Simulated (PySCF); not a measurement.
Gas-phase reaction: 2 InH3 + C3H8 + C3H4 (cyclic) ⇌ 2 In(CH3)3

Computed with PySCF and rigid-rotor harmonic-oscillator thermochemistry at 1 bar. † marks an energy on the PBE0/def2-TZVP geometry and frequencies; other levels use their own. MP2 and CCSD(T) freeze the core. All species are closed-shell singlets. B3LYP is the form with VWN-RPA correlation. In: scalar-relativistic def2 core potential, no spin-orbit coupling. Methyl groups turn as free rotors in In(CH3)3. InH3: computed as isolated molecules; such fragments, hydroxides, amides, oligomers or adducts are transient or little studied in the gas. MP2 isn't extrapolated to the basis-set limit; its ΔH°(298 K) is -379.1 kJ in def2-SVP and -471.2 kJ in def2-TZVPP. CCSD(T) isn't extrapolated to the basis-set limit. The harmonic model lacks anharmonicity and excited electronic states, which grow with temperature; levels with a mode under 35 cm⁻¹ are left out. Internal rotation in C3H8 is treated as a harmonic vibration of one conformer, which makes the entropy rough. Soft modes under 120 cm⁻¹ make the harmonic entropy rough for In(CH3)3.

| level | ΔE electronic, kJ | ΔH°(298 K), kJ | ΔS°(298 K), J/K | ΔG°(1000 K), kJ |
|---|---|---|---|---|
| B3LYP/def2-TZVP† | -427 | -383 | -227 | -159 |
| CCSD(T)/def2-SVP† | -396 | -352 | -227 | -128 |
| HF/def2-TZVP† | -375 | -331 | -227 | -107 |
| M06-2X/def2-TZVP† | -471 | -427 | -227 | -204 |
| MP2/def2-TZVPP† | -515 | -471 | -227 | -247 |
| PBE0/def2-SVP† | -417 | -373 | -227 | -149 |
| PBE0/def2-TZVP | -450 | -407 | -227 | -183 |
| LDA/def2-TZVP† | -469 | -425 | -227 | -201 |
| ωB97M-V/def2-TZVP† | -449 | -405 | -227 | -182 |
| ωB97X-V/def2-TZVP† | -446 | -403 | -227 | -179 |
ΔH° is lowest at MP2/def2-TZVPP† and highest at HF/def2-TZVP†. No reference value is set beside these.
